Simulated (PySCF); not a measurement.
CuF, SMILES [F][Cu], multiplicity 1.

Coordinates come from a PBE-D3(BJ)/def2-TZVPD optimisation. The spin state was assumed, not searched.

The numbers are results of PBE-D3(BJ)/def2-TZVPD (PySCF), not measurements.

Frequencies are harmonic and unscaled.

| mode | ν (cm⁻¹) | IR (km/mol) | moving atoms (share of kinetic energy) |
|---|---|---|---|
| 1 | 592 | 48.1 | F 77 %, Cu 23 % |
